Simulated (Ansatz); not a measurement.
Born–Oppenheimer molecular dynamics of AlCl₂HO (5 atoms, charge 0, multiplicity 1). It starts from a relaxed structure.

Level of theory: RKS PBE0/6-31G (Ansatz).

| Property | Result |
| --- | --- |
| ensemble | NVT, Nosé–Hoover chain |
| time step | 0.5 fs |
| steps asked | 166 |
| set temperature | 500 K |
| thermostat | time constant 100 fs, chain length 5 |
| seed | 355035 |

Frames 2.5 fs apart, positions in Å, forces in eV/Å.

Velocities at 5.0 fs (Å/ps):

```
Al -0.38 6.26 0.26
O 4.13 -1.79 2.28
H 12.78 -28.88 -17.34
Cl 0.67 -1.67 1.54
Cl -2.61 -1.47 -2.27
```

```xyz
5
Properties=species:S:1:pos:R:3:forces:R:3 time_fs=5.0 energy_less_start_eV=0.014 T=465
Al -0.134 -0.002 -0.065 -0.15 -0.14 0.06
O -0.305 -0.138 1.584 0.04 0.10 -0.76
H -0.393 -0.339 2.497 -0.06 -0.05 0.56
Cl 1.843 0.025 -0.952 -0.01 0.05 -0.02
Cl -1.854 0.021 -1.409 0.19 0.04 0.17
5
Properties=species:S:1:pos:R:3:forces:R:3 time_fs=7.5 energy_less_start_eV=0.028 T=429
Al -0.135 0.013 -0.064 -0.19 -0.21 0.05
O -0.295 -0.142 1.587 0.01 0.15 -0.87
H -0.364 -0.415 2.483 -0.06 -0.08 0.62
Cl 1.845 0.021 -0.948 -0.02 0.08 -0.03
Cl -1.861 0.017 -1.415 0.27 0.07 0.24
5
Properties=species:S:1:pos:R:3:forces:R:3 time_fs=10.0 energy_less_start_eV=0.055 T=358
Al -0.137 0.028 -0.063 -0.21 -0.27 -0.09
O -0.284 -0.146 1.588 -0.13 -0.46 0.96
H -0.338 -0.493 2.495 0.05 0.55 -1.13
Cl 1.846 0.017 -0.945 -0.04 0.10 -0.04
Cl -1.867 0.013 -1.420 0.34 0.09 0.30
5
Properties=species:S:1:pos:R:3:forces:R:3 time_fs=12.5 energy_less_start_eV=0.059 T=348
Al -0.139 0.043 -0.063 -0.22 -0.34 -0.06
O -0.274 -0.151 1.591 -0.08 -0.04 -0.28
H -0.310 -0.544 2.456 -0.03 0.14 0.03
Cl 1.848 0.013 -0.941 -0.07 0.12 -0.05
Cl -1.872 0.010 -1.425 0.40 0.12 0.36
5
Properties=species:S:1:pos:R:3:forces:R:3 time_fs=15.0 energy_less_start_eV=0.089 T=272
Al -0.141 0.057 -0.062 -0.22 -0.40 -0.06
O -0.265 -0.156 1.594 -0.07 0.49 -1.37
H -0.284 -0.588 2.420 -0.06 -0.37 1.08
Cl 1.849 0.010 -0.937 -0.10 0.14 -0.05
Cl -1.876 0.007 -1.429 0.44 0.14 0.40
5
Properties=species:S:1:pos:R:3:forces:R:3 time_fs=17.5 energy_less_start_eV=0.105 T=231
Al -0.144 0.069 -0.062 -0.18 -0.46 -0.21
O -0.255 -0.160 1.592 -0.14 -0.47 0.57
H -0.261 -0.645 2.430 -0.02 0.61 -0.73
Cl 1.851 0.006 -0.934 -0.13 0.16 -0.05
Cl -1.880 0.004 -1.432 0.47 0.16 0.43
5
Properties=species:S:1:pos:R:3:forces:R:3 time_fs=20.0 energy_less_start_eV=0.117 T=200
Al -0.148 0.081 -0.062 -0.13 -0.52 -0.22
O -0.246 -0.166 1.591 -0.15 -0.31 0.24
H -0.239 -0.672 2.410 -0.04 0.46 -0.41
Cl 1.852 0.003 -0.930 -0.16 0.18 -0.05
Cl -1.883 0.001 -1.435 0.49 0.18 0.45
5
Properties=species:S:1:pos:R:3:forces:R:3 time_fs=22.5 energy_less_start_eV=0.142 T=137
Al -0.151 0.092 -0.062 -0.08 -0.57 -0.15
O -0.238 -0.172 1.591 -0.19 0.70 -1.47
H -0.220 -0.677 2.373 -0.01 -0.53 1.21
Cl 1.853 0.000 -0.927 -0.20 0.20 -0.05
Cl -1.886 -0.001 -1.437 0.49 0.20 0.46
5
Properties=species:S:1:pos:R:3:forces:R:3 time_fs=25.0 energy_less_start_eV=0.141 T=139
Al -0.155 0.101 -0.063 -0.01 -0.62 -0.23
O -0.230 -0.176 1.587 -0.19 -0.19 0.07
H -0.201 -0.702 2.388 -0.05 0.38 -0.24
Cl 1.853 -0.002 -0.923 -0.22 0.22 -0.06
Cl -1.887 -0.003 -1.438 0.47 0.21 0.45
5
Properties=species:S:1:pos:R:3:forces:R:3 time_fs=27.5 energy_less_start_eV=0.157 T=99
Al -0.159 0.109 -0.065 0.06 -0.66 -0.24
O -0.223 -0.181 1.583 -0.19 -0.50 0.64
H -0.185 -0.709 2.396 -0.07 0.70 -0.77
Cl 1.853 -0.004 -0.920 -0.24 0.23 -0.06
Cl -1.888 -0.005 -1.438 0.45 0.22 0.43
5
Properties=species:S:1:pos:R:3:forces:R:3 time_fs=30.0 energy_less_start_eV=0.161 T=91
Al -0.163 0.116 -0.067 0.13 -0.70 -0.10
O -0.217 -0.187 1.580 -0.29 0.61 -1.23
H -0.173 -0.681 2.371 0.01 -0.39 0.99
Cl 1.853 -0.006 -0.917 -0.26 0.24 -0.07
Cl -1.888 -0.006 -1.438 0.41 0.23 0.41
5
Properties=species:S:1:pos:R:3:forces:R:3 time_fs=32.5 energy_less_start_eV=0.152 T=112
Al -0.167 0.120 -0.069 0.20 -0.72 -0.11
O -0.212 -0.191 1.573 -0.27 0.20 -0.46
H -0.161 -0.667 2.390 -0.03 0.04 0.28
Cl 1.852 -0.007 -0.914 -0.27 0.25 -0.08
Cl -1.887 -0.007 -1.436 0.36 0.23 0.37
```

Of the whole run (83 fs, mean temperature of the second half 294 K): The conserved energy stayed within 0.13 meV per atom of its start (net change 0.092 meV per atom), so the integration is sound. The mean temperature of the second half is 41 % below the set value. A run of 0.083 ps of so small a system gives no equilibrium averages. Limits of this set-up: no polarisation functions.

Run time: 6.1 min on 1 thread of Arm Neoverse V1 (shared host), peak memory 0.086 GiB.
